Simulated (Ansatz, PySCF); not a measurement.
Molecule: silanone, sum formula H2SiO, charge 0, multiplicity 1. SMILES: O=[SiH2]
Coordinates optimised at B3LYP-D3(BJ)/def2-TZVP (Ansatz, a program for electronic structure):
```xyz
4

Si     0.0729    -0.4313    -0.0029
O     -0.1804     1.0669     0.0071
H     -0.9986    -1.4531    -0.0255
H      1.4209    -1.0442     0.0090
```

Property: vertical triplet-singlet gap (E(triplet) - E(singlet); each state is the SCF solution reached for its spin), in kJ/mol. Valence correlation only, unless marked. UHF or UKS for open shells. Spin-orbit coupling is left out. Non-relativistic. CBS(X,Y): correlation extrapolated as X^-3; Hartree-Fock from the larger set. [CCSD(T)-MP2]/basis is that difference in the basis named.

```tsv
level	program	vertical triplet-singlet gap (kJ/mol)	minus last row
HF/def2-SVPD	Ansatz	260.7	-130.1
HF/def2-QZVPPD	Ansatz	249.6	-141.2
SVWN5/def2-TZVPD	Ansatz	365.7	-25.1
r2SCAN/def2-TZVPD	Ansatz	339.2	-51.6
BHLYP/def2-TZVPD	Ansatz	340.4	-50.4
M06-2X/def2-TZVPD	PySCF	370.8	-20.0
wB97M-V/def2-TZVPD	Ansatz	379.5	-11.3
MP2/aug-cc-pV(T+d)Z	Ansatz	437.8	47.0
MP2/def2-TZVPPD	Ansatz	436.4	45.6
MP2/def2-QZVPPD	Ansatz	439.5	48.7
SCS-MP2/aug-cc-pV(T+d)Z	Ansatz	431.0	40.2
SCS-MP2/def2-QZVPPD	Ansatz	433.2	42.4
CCSD/def2-SVPD	Ansatz	379.7	-11.1
CCSD/aug-cc-pV(T+d)Z	Ansatz	373.7	-17.1
CCSD/def2-TZVPPD	Ansatz	373.2	-17.6
CCSD(T)/aug-cc-pV(D+d)Z	Ansatz	385.3	-5.5
CCSD(T)/def2-SVPD	Ansatz	389.7	-1.1
CCSD(T)/def2-QZVPPD	Ansatz	388.5	-2.3
RI-MP2/CBS(aug-cc-pV(T+d)Z,aug-cc-pV(Q+d)Z)+[CCSD(T)-MP2]/aug-cc-pV(T+d)Z	Ansatz	393.9	3.1
RI-MP2/CBS(def2-TZVPPD,def2-QZVPPD)+[CCSD(T)-MP2]/def2-TZVPPD	Ansatz	393.0	2.2
CCSD(T)/CBS(def2-TZVPPD,def2-QZVPPD)	Ansatz	390.8	0.0
```
